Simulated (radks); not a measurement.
Trend from Li to Ne: ionisation energy by Delta-SCF between NIST ground configurations, and size. Calculated with a radial shooting solver on a logarithmic mesh with Libxc functionals: scalar-relativistic Kohn-Sham, PBE, spin-unpolarised, spherical densities, finite nucleus; Fermi nuclear charge, rms radius of each element as measured or else 0.836 A^(1/3) + 0.57 fm.

| species | configuration | configuration of the ion | IE (eV) | NIST (eV) | kind | -e(HOMO) (eV) | r at 0.001 e/bohr^3 (bohr) |
|---|---|---|---|---|---|---|---|
| Li | [He] 2s1 | [He] | 5.296 | 5.392 | exp. | 2.874 (2s) | 4.16 |
| Be | [He] 2s2 | [He] 2s1 | 9.551 | 9.323 | exp. | 5.610 (2s) | 4.12 |
| B | [He] 2s2 2p1 | [He] 2s2 | 8.219 | 8.298 | exp. | 3.607 (2p) | 3.90 |
| C | [He] 2s2 2p2 | [He] 2s2 2p1 | 10.861 | 11.260 | exp. | 5.285 (2p) | 3.68 |
| N | [He] 2s2 2p3 | [He] 2s2 2p2 | 13.591 | 14.534 | exp. | 7.090 (2p) | 3.47 |
| O | [He] 2s2 2p4 | [He] 2s2 2p3 | 16.431 | 13.618 | exp. | 9.031 (2p) | 3.29 |
| F | [He] 2s2 2p5 | [He] 2s2 2p4 | 19.390 | 17.423 | exp. | 11.112 (2p) | 3.13 |
| Ne | [Ne] | [He] 2s2 2p5 | 22.475 | 21.565 | exp. | 13.334 (2p) | 2.98 |

Reference values: NIST Atomic Spectra Database (exp. = measured, semi-emp. = semi-empirical, theory = theoretical value adopted there). Spin polarisation and multiplet splitting are left out, so open shells lie too high by an amount that depends on their filling.

Beside tabulated values, note that spin-unpolarised runs miss the spin-polarisation part of the exchange energy of open shells.
